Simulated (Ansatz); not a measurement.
Species: sum formula H4BSiO3, charge 0, multiplicity 2. It need not be the lowest isomer of its formula. 
Coordinates optimised at B3LYP-D3(BJ)/def2-TZVP (Ansatz, a quantum-chemistry and plane-wave program):
```
O
B 1 1.3518
O 2 1.3705 1 119.50
O 2 1.3712 1 121.92 3 -180.00
H 4 0.9627 2 115.56 1 180.00
Si 1 1.6573 2 134.76 3 180.00
H 6 1.4757 1 106.46 2 180.00
H 6 1.4788 7 110.15 1 -119.31
H 6 1.4788 7 110.15 8 -121.38
```
Charge 0, spin multiplicity 2.

Parts of the frozen-core correlation energy in cc-pV(T+d)Z (Ansatz, hartree). Frozen orbitals: 9; correlated occupied orbitals by spin: 15 and 14; virtual: 191 and 192. UHF or UKS for open shells. Spin-orbit coupling is left out. Non-relativistic.

```csv
term,value
reference (HF),-540.81406
MP2 opposite-spin,-0.66161
MP2 same-spin,-0.20919
CCSD correlation,-0.90751
(T),-0.03128
T1 diagnostic,0.014
largest doubles amplitude,0.024
<S^2> of the reference,0.757
```
